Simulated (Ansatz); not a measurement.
Two structures, one formula

The two ends of one reaction step of Si2H5Cl3O, closed shell (PBE0-D4/def2-TZVP).

A:

```json
{"atom": "Si1", "x (Å)": "-1.2422", "y (Å)": "0.3376", "z (Å)": "-0.2769"}
{"atom": "Si2", "x (Å)": "0.1337", "y (Å)": "-1.4711", "z (Å)": "0.2820"}
{"atom": "Cl3", "x (Å)": "-3.1831", "y (Å)": "-0.2728", "z (Å)": "-0.5117"}
{"atom": "Cl4", "x (Å)": "-1.2687", "y (Å)": "1.7993", "z (Å)": "1.1703"}
{"atom": "Cl5", "x (Å)": "-0.7033", "y (Å)": "1.2364", "z (Å)": "-2.0472"}
{"atom": "H6", "x (Å)": "1.5457", "y (Å)": "1.6339", "z (Å)": "0.7712"}
{"atom": "O7", "x (Å)": "1.7924", "y (Å)": "0.9463", "z (Å)": "0.1460"}
{"atom": "H8", "x (Å)": "0.7336", "y (Å)": "-1.2504", "z (Å)": "1.6174"}
{"atom": "H9", "x (Å)": "-0.7558", "y (Å)": "-2.6635", "z (Å)": "0.3378"}
{"atom": "H10", "x (Å)": "1.1502", "y (Å)": "-1.6728", "z (Å)": "-0.7752"}
{"atom": "H11", "x (Å)": "1.7978", "y (Å)": "1.3770", "z (Å)": "-0.7137"}
```

B:

| atom | x (Å) | y (Å) | z (Å) |
| --- | --- | --- | --- |
| Si1 | -0.7914 | 1.6079 | -0.8676 |
| Si2 | 0.6284 | -2.0964 | 1.0052 |
| Cl3 | -1.3063 | -0.1815 | -1.6468 |
| Cl4 | -1.2883 | 1.6791 | 1.1000 |
| Cl5 | -1.8089 | 3.0848 | -1.8196 |
| H6 | 1.2727 | -0.7886 | 0.7267 |
| O7 | 0.8035 | 1.7605 | -1.0779 |
| H8 | 1.3958 | -2.8066 | 2.0614 |
| H9 | -0.7635 | -1.8779 | 1.4717 |
| H10 | 0.6180 | -2.9191 | -0.2306 |
| H11 | 1.2402 | 2.5377 | -0.7225 |

Computed with Ansatz 0.2.0 (basis: def2-TZVPP); correlated methods freeze the cores. B3LYP uses VWN-RPA correlation.

Q: Which structure is lower at CCSD(T), and by how much? (Judge from chemistry; the value comes from the calculation.)

A: The calculation gives: B, by 22.45 kcal/mol (electronic energy, against the other). By their contacts, A is a complex of Si₂H₃Cl₃ ([SiH3][Si]([Cl])([Cl])[Cl]) + H₂O and B is a complex of SiHCl₃O ([OH][Si]([Cl])([Cl])[Cl]) + SiH₄.

All methods give the same order:

```json
{"method": "SPW92", "E(B) − E(A) (kcal/mol)": "-15.81"}
{"method": "PBE-D4", "E(B) − E(A) (kcal/mol)": "-16.04"}
{"method": "BLYP-D4", "E(B) − E(A) (kcal/mol)": "-19.50"}
{"method": "r2SCAN-D4", "E(B) − E(A) (kcal/mol)": "-20.99"}
{"method": "B97M-V", "E(B) − E(A) (kcal/mol)": "-22.19"}
{"method": "PBE0-D4", "E(B) − E(A) (kcal/mol)": "-18.14"}
{"method": "B3LYP-D4", "E(B) − E(A) (kcal/mol)": "-21.03"}
{"method": "r2SCAN0-D4", "E(B) − E(A) (kcal/mol)": "-21.66"}
{"method": "BHLYP-D4", "E(B) − E(A) (kcal/mol)": "-23.15"}
{"method": "CAM-B3LYP-D4", "E(B) − E(A) (kcal/mol)": "-23.12"}
{"method": "wB97X-V", "E(B) − E(A) (kcal/mol)": "-21.49"}
{"method": "wB97M-V", "E(B) − E(A) (kcal/mol)": "-21.91"}
{"method": "B2PLYP", "E(B) − E(A) (kcal/mol)": "-23.22"}
{"method": "PBE-QIDH", "E(B) − E(A) (kcal/mol)": "-21.33"}
{"method": "RPA on PBE", "E(B) − E(A) (kcal/mol)": "-23.07"}
{"method": "HF", "E(B) − E(A) (kcal/mol)": "-29.45"}
{"method": "MP2", "E(B) − E(A) (kcal/mol)": "-23.21"}
{"method": "CCSD", "E(B) − E(A) (kcal/mol)": "-23.49"}
{"method": "CCSD(T)", "E(B) − E(A) (kcal/mol)": "-22.45"}
```

The T1 diagnostic stays at or below 0.011.

Labels in which every atom is bracketed show which atoms are joined, not bond orders.

For scale, one of the runs: CCSD(T)/def2-TZVPP, 311 basis functions, launched by `ansatz run in.yaml --threads 4 --pin off --events-out ev --progress --plain --max-ram 66560MiB --backend cuda --devices 0, --max-vram 37GiB`. The run took 9.5 s on 4 CPU threads of an AMD EPYC 7R13 and a share of one NVIDIA H100 (shared host), with 0.83 GiB of host memory at its peak.
